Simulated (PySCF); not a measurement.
H3InO2Se, SMILES [OH][In]([OH])[SeH]. Coordinates come from a PBE-D3(BJ)/def2-SVP optimisation. The structure was generated by enumeration; whether it is a known compound was not checked. The def2 effective core potentials stand for the cores of In; spin–orbit coupling is left out. The values are those of a single conformer.

Computed equilibrium geometry at PBE-D3(BJ)/def2-SVP (PySCF confirms it by a frequency run) as Cartesian coordinates in Å, and its point group (one conformer of several):
point group Cs.
```xyz
7

In    -0.0032    -0.6756     0.0000
O     -1.7529    -1.6954     0.0000
H     -1.5786    -2.6571     0.0000
O      1.8165    -1.5710     0.0000
H      1.7135    -2.5429     0.0000
Se    -0.0564     1.8409     0.0000
H      1.4308     1.8471     0.0000
```
